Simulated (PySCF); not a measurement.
## Shieldings and the share of exact exchange

Molecule: SMILES COC[NH2+][BH2-]P, C2H11BNOP.

Geometry:
```csv
atom,x (Å),y (Å),z (Å)
C1,2.830,-0.224,-0.540
O2,2.093,0.118,0.603
C3,0.835,0.628,0.365
N4,-0.173,-0.419,0.122
B5,-1.678,0.152,-0.123
P6,-2.854,-1.440,-0.120
H7,3.836,-0.514,-0.210
H8,2.394,-1.080,-1.091
H9,2.917,0.630,-1.238
H10,0.508,1.179,1.256
H11,0.804,1.309,-0.504
H12,-0.192,-1.065,0.917
H13,0.095,-0.987,-0.686
H14,-1.627,0.801,-1.158
H15,-1.930,0.833,0.862
H16,-4.084,-0.766,0.129
H17,-3.105,-1.605,-1.518
```

GIAO shieldings (ppm, equivalent atoms averaged) in PySCF on the PBE0-D3(BJ)/def2-SVP geometry, basis pcSseg-1, gas phase, non-relativistic:

```tsv
functional	exact exchange (%)	σ(C3)	σ(C1)	σ(O2)	σ(N4)
BLYP	0	87.3	115.6	271.8	171.3
BP86	0	92.8	120.5	278.9	178.5
PBE	0	93.2	121.1	277.7	178.2
PBE0	25	100.9	127.3	292.5	187.3
mPW1PW91	25	100.2	126.4	291.9	186.6
BHandHLYP	50	102.7	128.2	300.2	188.8
HF	100	116.8	139.0	320.6	202.0
```

Task: Fit each shielding as a line in the percentage of exact exchange.

Result: σ(C3) = 92.0 + 0.25 x (rms 2.3 ppm); σ(C1) = 119.9 + 0.19 x (rms 2.1 ppm); σ(O2) = 277.8 + 0.45 x (rms 3.0 ppm); σ(N4) = 177.4 + 0.26 x (rms 3.0 ppm). The functionals also differ in their semilocal parts, which the line can't hold; Hartree–Fock has no correlation at all.

Task: What does the line predict for B3LYP (20 %), and what does the run give?

Result: σ(C3): 97.0 predicted, 93.9 computed; σ(C1): 123.7 predicted, 121.2 computed; σ(O2): 286.8 predicted, 284.9 computed; σ(N4): 182.6 predicted, 179.3 computed ppm.
